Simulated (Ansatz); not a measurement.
Ansatz (an electronic-structure program) input:

Ansatz 0.2 input:
```yaml
crystal:
  periodic: [false, false, false]
  atoms:
    - {symbol: C, position_ang: [-1.94061099, 0.06618465, 0.16280738]}
    - {symbol: C, position_ang: [-0.62160910, -0.19048436, -0.42344593]}
    - {symbol: O, position_ang: [-0.10581581, -0.62061179, -1.34929392]}
    - {symbol: O, position_ang: [0.52589623, 0.45781394, 0.69306681]}
    - {symbol: C, position_ang: [1.95413285, 0.15304180, 0.49379757]}
    - {symbol: H, position_ang: [-2.69327212, -0.24422316, -0.56097742]}
    - {symbol: H, position_ang: [-2.04311369, 1.12903427, 0.38740779]}
    - {symbol: H, position_ang: [-2.05625239, -0.50909661, 1.08408693]}
    - {symbol: H, position_ang: [2.11213893, 0.15037017, -0.57922365]}
    - {symbol: H, position_ang: [2.51390368, 0.95774325, 0.96147219]}
    - {symbol: H, position_ang: [2.18181966, -0.81658684, 0.92807905]}
    - {symbol: H, position_ang: [0.27265613, 0.46268908, 1.63001780]}
basis:
  gaussian:
    orbitals: aug-cc-pVDZ
total_charge: 1
magnetization: {spin_polarized: false}
correlation: {method: ccsd_t, electrons: outside_noble_gas}
output: {forces: true}
```

### Question
Predict the final energy.

### Answer
-268.05212 Eh (CCSD(T)/aug-cc-pVDZ). The basis has 178 functions. The run takes about 25 core-minutes (a rough figure).

It need not be the lowest isomer of its formula.
